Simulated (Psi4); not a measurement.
Pair of molecules, SMILES S with SMILES C#N (the first has 3 atoms); geometry from B3LYP-D3(BJ)/def2-TZVP.
(charge 0, multiplicity 1):
```xyz
6

S      0.21905     0.02307    -0.80221
H      0.31104    -0.04992     0.53738
H     -0.01055    -1.29400    -0.92292
C      0.57913    -0.11062     4.04621
N      0.47791    -0.16530     2.90679
H      0.67309    -0.06002     5.10789
```

Method: Psi4 with SAPT0/jun-cc-pV(D+d)Z.

### Question
Which attractive term is largest, and how does the interaction split up?

### Answer
electrostatics -3.20, exchange 3.07, induction -0.87, dispersion -1.17, total -2.17 kcal/mol; the largest attraction is electrostatics.
